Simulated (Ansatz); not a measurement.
The cluster NiO2⁻. Total charge -1; doublet. Geometry PBE0-D4/def2-TZVPD; atoms count from 1.

```xyz
3

Ni    0.020    0.016   -0.015
O     1.133    0.880   -0.846
O    -1.153   -0.896    0.861
```

The charge -1 doublet is spin-contaminated (final ⟨S²⟩ up to 1.43, 0.75 for a pure state). At PBE0-D4/def2-TZVPD a quartet of charge -1 lies 0.17 eV below the doublet, each at its own geometry. The structure comes from a short search, and lower isomers may exist.

**Question.** Estimate the Mulliken populations from the PBE0/def2-TZVPD orbitals of Ansatz.

**Answer.** 
```tsv
atom	charge (e)	spin (α − β)	d electrons
Ni1	0.33	1.13	8.38
O2	-0.77	0.64	–
O3	-0.57	-0.76	–
```
Mulliken values depend strongly on the basis. With diffuse functions, as here, like atoms can get unlike values, and bond orders can come out too low or too high.

**Question.** Where does the spin sit?

**Answer.** Summed by element: Ni 1.13, O -0.13, of 1 unpaired in all. Largest on single atoms: Ni1 1.13, O3 -0.76, O2 0.64.

**Question.** And the Mayer bond orders between heavy atoms (over 0.3)?

**Answer.** Ni1–O2 1.55 (1.64 Å); Ni1–O3 0.94 (1.72 Å).
